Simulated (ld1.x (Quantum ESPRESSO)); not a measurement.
**chromium: one change to a PAW potential, before and after**

* Element: Cr (Z = 24)
* Generator: ld1.x (Quantum ESPRESSO) 7.5
* Type: PAW
* Functional: PBEsol
* Relativity: scalar-relativistic
* Frozen core: [Ne] 3s2
* Valence charge: 12
* Reference configuration: 3p6 3d4 4s0 4p0 (charge +2)
* Partial waves: 4s (bound, empty): rcut 2.20, rcutus 2.70 bohr; 4s channel at 2.75 Ry: rcut 2.20, rcutus 2.70 bohr; 3p (bound): rcut 1.45, rcutus 1.90 bohr; 4p (bound, empty): rcut 1.45, rcutus 1.90 bohr; 3d (bound): rcut 1.00, rcutus 1.25 bohr; 3d channel at -0.8 Ry: rcut 1.00, rcutus 1.25 bohr
* Local potential: all-electron potential smoothed inside 1.35 bohr (lloc = -1)
* Core correction: a·sin(br)/r model core, default radius (core density twice the valence density)
* Augmentation charge: BESSEL, radius 0.80 bohr

All-electron outer shells of the reference configuration (PBEsol, scalar-relativistic, ld1.x):

```
shell  level (eV)  outermost node (bohr)  outermost maximum (bohr)
   3s      -94.88                   0.36                      0.78
   3p      -66.31                   0.33                      0.80
   3d      -22.81                      –                      0.82
   4s      -18.42                   1.10                      2.36
   4p      -13.23                   1.20                      2.78
```

Change: reference 3p6 3d5 4s0.5 4p0.5.

Cutoffs: the cutoffs (Ry, on a coarse ladder) from which the occupation-weighted sum of valence levels, in a spherical-Bessel basis at the reference potential, stays within 10 and 1 mRy of its value at 400 Ry; they do not see the model core or the augmentation charge, which bear on the density cutoff. Errors are all-electron minus pseudo energies relative to the spin-unpolarised reference configuration.

Task: What does the change do?

Result: Both files keep a bound ghost (s); the number of tests that count goes from 7 to 6; the range in which the p phases agree narrows (upper end 2.2 → -0.0).

| quantity | base | changed |
| --- | --- | --- |
| cutoffs, loose and tight | 70 Ry, 110 Ry | not determined |
| bound ghosts | s | s (p not tested, overlap not positive) |
| tests counted (converged, no solver errors) | 7 of 7 | 6 of 7 |
| s: phases at 2.94 bohr within 0.05 rad from the reference energy up to (Ry; the scan ends near 5) | n/a | to the end of the scan |
| p: phases at 2.94 bohr within 0.05 rad from the reference energy up to (Ry; the scan ends near 5) | 2.2 | -0.0 |
| d: phases at 2.94 bohr within 0.05 rad from the reference energy up to (Ry; the scan ends near 5) | 4.5 | to the end of the scan |
| lowest overlap eigenvalue by channel | s 0.21, p 0.75, d 0.90 | s 0.39, p -902.41, d 0.96 |

Changed file: the overlap operator is not positive definite in a basis up to 400 Ry (lowest eigenvalue p -902.41), so the file is unfit for use: the generalised eigenproblem breaks down once the basis is large enough, and its test numbers describe a broken file. Tests not counted: 3p6 3d2 4s0 4p0 (solver errors, printed error -769 eV). These tests converged, but a pseudo level misses the all-electron one widely, so the file describes the atom poorly there or has found another state: 3p6 3d4 4s0 4p0: empty 4p by 2.3 eV; 3p6 3d4 4s1 4p0: empty 4p by 2.1 eV. A true bound ghost makes a file unfit for plane-wave use even where its test errors are small: the radial tests pick states by their node count and pass the ghost by. Where a test does run into it, the solver fails or the error is huge.
